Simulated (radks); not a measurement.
Q: Ionisation ladder of ruthenium, from Ru XXI to Ru XXXIII. Each ion is in the ground configuration listed by NIST, and IE = E(next ion) - E(this ion). Method: scalar-relativistic Kohn-Sham, PBE, spin-polarised, spherical densities, finite nucleus; open shells are filled with parallel spins first (spin-orbit coupling, left out, can overturn this in heavy ions); Fermi nuclear charge, rms radius 4.4809 fm; computed with a radial shooting solver on a logarithmic mesh with Libxc functionals.

species    configuration  IE, Delta-SCF (eV)  -e(HOMO) (eV)     HOMO
Ru XXI          [Ar] 3d6              905.36         875.27  3d down
Ru XXII         [Ar] 3d5              985.14         953.38    3d up
Ru XXIII        [Ar] 3d4              1050.0         1017.6    3d up
Ru XXIV         [Ar] 3d3                   ?         1083.1    3d up
Ru XXV          [Ar] 3d2                   ?         1149.8    3d up
Ru XXVI         [Ar] 3d1              1251.6         1217.6    3d up
Ru XXVII            [Ar]              1459.1         1428.6       3p
Ru XXVIII   [Ne] 3s2 3p5                   ?         1490.4  3p down
Ru XXIX     [Ne] 3s2 3p4              1581.8         1551.9  3p down
Ru XXX      [Ne] 3s2 3p3              1663.4         1631.5    3p up
Ru XXXI     [Ne] 3s2 3p2                   ?         1696.0    3p up
Ru XXXII    [Ne] 3s2 3p1              1791.3         1760.1    3p up
Ru XXXIII       [Ne] 3s2              1949.2         1920.4       3s

Estimate the withheld Delta-SCF values.

A: Ru XXIV: 1116.1 eV (NIST 1115); Ru XXV: 1183.3 eV (NIST 1187); Ru XXVIII: 1520.8 eV (NIST 1507); Ru XXXI: 1727.7 eV (NIST 1743).
